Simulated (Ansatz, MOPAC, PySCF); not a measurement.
Complex: HCl (SMILES Cl) (first 2 atoms) with C2H6O (SMILES COC); geometry from B3LYP-D3(BJ)/def2-TZVP.
(charge 0, multiplicity 1):
```xyz
11

Cl    -0.42479     0.48823     0.35487
H     -1.11215     0.83490    -0.67176
C     -0.19621    -1.21289     3.47894
O      0.75296    -0.23132     3.12501
C      0.50806     1.00727     3.75393
H     -1.21045    -0.91038     3.18885
H     -0.18419    -1.40812     4.55937
H      0.06659    -2.12634     2.94790
H     -0.47478     1.40868     3.47599
H      1.28020     1.69933     3.42182
H      0.55271     0.91525     4.84715
```

Interaction energies are E(AB) − E(A) − E(B) at the monomers' geometry in the complex; basis-set methods are counterpoise corrected. Rows marked so take none.

Rows in 3-21G carry no dispersion term and start afresh at each structure. The state reached by AM1, PM7 isn't checked; PM7 holds dispersion and hydrogen-bond terms.

Codes used: Ansatz (a quantum-chemistry and plane-wave program) with Gaussian orbitals; MOPAC for AM1, PM7 (differences of heats of formation); PySCF for 3-21G rows, the dispersion terms. Values without a source in brackets are computed.

Q: One of these levels gives 1.02 kcal/mol for the interaction energy. Name it.
A. PM7
B. HF/3-21G (no counterpoise)
C. AM1
D. BLYP-D3(BJ)/def2-TZVPPD

A: C, AM1. The others give -1.98 (PM7), -0.64 (HF/3-21G (no counterpoise)), -1.60 (BLYP-D3(BJ)/def2-TZVPPD)
